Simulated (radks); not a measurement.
The numbers below are computed, except where a source is named.
Isoelectronic series with 5 electrons, all held in the configuration [He] 2s2 2p1, which need not be the ground one along the series. Code: a radial shooting solver on a logarithmic mesh with Libxc functionals. Model: scalar-relativistic Kohn-Sham, r2SCAN, spin-polarised, spherical densities, finite nucleus; open shells are filled with parallel spins first (spin-orbit coupling, left out, can overturn this in heavy ions); meta-GGA in the generalised Kohn-Sham scheme; Fermi nuclear charge, rms radius of each element as measured or else 0.836 A^(1/3) + 0.57 fm. Total energies (hartree) and orbital eigenvalues (hartree):

| ion | E (hartree) | 2p up | 2s down | 2s up | 1s down |
|---|---|---|---|---|---|
| B | -24.62923 | -0.14806 | -0.32489 | -0.38650 | -6.74334 |
| O3+ | -71.22767 | -2.43789 | -2.87660 | -3.01897 | -21.73902 |
| Si9+ | -239.18011 | -13.85004 | -14.83060 | -15.12134 | -78.97535 |
| Cl12+ | -360.76367 | -22.95357 | -24.23072 | -24.59531 | -121.2642 |
| Ca15+ | -507.64849 | -34.32883 | -35.93439 | -36.37312 | -172.7441 |
| V18+ | -680.05755 | -47.98488 | -49.96456 | -50.47789 | -233.4927 |
| Fe21+ | -878.25555 | -63.93298 | -66.34912 | -66.93762 | -303.6033 |
| Cu24+ | -1102.55074 | -82.18643 | -85.12097 | -85.78530 | -383.1852 |
| Ge27+ | -1353.29693 | -102.7605 | -106.3182 | -107.0591 | -472.3639 |
| Br30+ | -1630.89775 | -125.6725 | -129.9846 | -130.8029 | -571.2834 |
| Sr33+ | -1935.80792 | -150.9415 | -156.1696 | -157.0664 | -680.1058 |
| Nb36+ | -2268.53702 | -178.5888 | -184.9294 | -185.9056 | -799.0134 |
| Ru39+ | -2629.65408 | -208.6375 | -216.3266 | -217.3835 | -928.2095 |
| Ag42+ | -3019.79915 | -241.1129 | -250.4320 | -251.5707 | -1067.924 |
| Sn45+ | -3439.67473 | -276.0423 | -287.3239 | -288.5459 | -1218.409 |
| I48+ | -3890.06745 | -313.4551 | -327.0902 | -328.3969 | -1379.947 |
| Ba51+ | -4371.8488 | -353.3828 | -369.8288 | -371.2218 | -1552.851 |
| Pr54+ | -4885.9900 | -395.8592 | -415.6490 | -417.1300 | -1737.471 |
| Sm57+ | -5433.5298 | -440.9203 | -464.6702 | -466.2412 | -1934.180 |
| Tb60+ | -6015.7372 | -488.6045 | -517.0328 | -518.6958 | -2143.439 |
| Er63+ | -6633.8166 | -538.9527 | -572.8812 | -574.6383 | -2365.676 |
| Lu66+ | -7289.3239 | -592.0080 | -632.3900 | -634.2436 | -2601.458 |
